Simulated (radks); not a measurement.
Question: All-electron calculation, non-relativistic Kohn-Sham, exchange-only LDA, spin-polarised, spherical densities, point nucleus. Program: a radial shooting solver on a logarithmic mesh with Libxc functionals. Response by self-consistent Sternheimer equations with the Hartree and adiabatic exchange-only LDA kernel. Rank Ar8+, Cl7+, P5+, Si4+, Ne, Mg2+, S6+, Al3+ (NIST ground configurations) by static dipole polarisability, largest first.

Answer: Ne 3.260, Mg2+ 0.5230, Al3+ 0.2869, Si4+ 0.1732, P5+ 0.1116, S6+ 0.07559, Cl7+ 0.05319, Ar8+ 0.03860 bohr^3.
